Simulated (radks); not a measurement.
All-electron atom: Sb34+ in [Ne] 3s2 3p5 (the NIST ground configuration). Calculated with a radial shooting solver on a logarithmic mesh with Libxc functionals: non-relativistic Kohn-Sham, TPSS, spin-polarised, spherical densities, point nucleus; open shells are filled with parallel spins first (spin-orbit coupling, left out, can overturn this in heavy ions); meta-GGA in the generalised Kohn-Sham scheme; relativity is left out, which matters for an element this heavy.

Unscreened Slater integrals over Kohn-Sham orbitals (cm^-1). They are taken over the spin-up orbitals.

integral     value
F0(3p,3p)   665040
F2(3p,3p)   336010
F0(3p,3s)   648300
G1(3p,3s)   416760
F0(3p,2p)   878360
F2(3p,2p)   222900
G0(3p,2p)    87409
G2(3p,2p)    96692
F0(3s,3s)   634710
F0(3s,2p)   832180
G1(3s,2p)    85117
F0(2p,2p)  1844200
F2(2p,2p)   882240

Derived for the open shells (J is the average intra-shell exchange parameter used in DFT+U). 3p: J = F2/5 = 67200 cm^-1.
